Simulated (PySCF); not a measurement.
Mg: excitation energy

Mg [Ne] 3s2 (1S) → Mg [Ne] 3s1 4s1 (3S), as a difference of total energies. Calculation: PySCF 2.14, in aug-cc-pVTZ with one added diffuse shell each of s, p, d, f type (7s6p4d3f, 66 functions); the non-relativistic Hamiltonian (point nucleus). Correlated levels: valence: [Ne] frozen. The calculations carry no spin-orbit coupling.

```
           method  excitation energy (eV)
              UHF                   4.208
    MP2 (valence)                   4.801
SCS-MP2 (valence)                   4.965
   CCSD (valence)                   5.014
```

Problem. How much does correlation contribute at MP2 (valence)?

Solution. 4.801 − (4.208) = 0.593 eV, measured against UHF.

Errors of the correlated levels include the incompleteness of this basis and the frozen core.

With two correlated electrons CCSD is exact in that space.

For comparison: 5.108 eV (measured; NIST levels).
